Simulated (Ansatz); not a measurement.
Basis-set extrapolation for CH$_{5}$AlSSi (`[SH][Al]1[CH2][SiH2]1`) (PBE0-D4/def2-TZVP geometry, frozen core, the Gaussian-basis code of Ansatz). Multiplicity 1, RHF reference.

```json
{"": "HF", "def2-TZVPP": "-969.196298", "def2-QZVPP": "-969.224561"}
{"": "MP2 correlation", "def2-TZVPP": "-0.542990", "def2-QZVPP": "-0.583839"}
{"": "CCSD(T) correlation", "def2-TZVPP": "-0.622982", "def2-QZVPP": "not run"}
```

Energies in hartree. Use E(X) = E(∞) + A·exp(−7.88·√X) for Hartree–Fock and E(X) = E(∞) + B·X^(−2.97) for correlation, with X = 3 and 4, and add CCSD(T) minus MP2 of the smaller set to the MP2 limit.

Q: What is the CCSD(T) energy at the basis-set limit?

A: HF limit: -969.224561 + (-0.028263) × 0.13774 = -969.22845. MP2 limit: -0.583839 + (-0.040849) × 0.74074 = -0.61410. Higher-order term: -0.622982 − (-0.542990) = -0.07999. Total: -969.92254 hartree, 2.81 eV below CCSD(T)/def2-TZVPP.
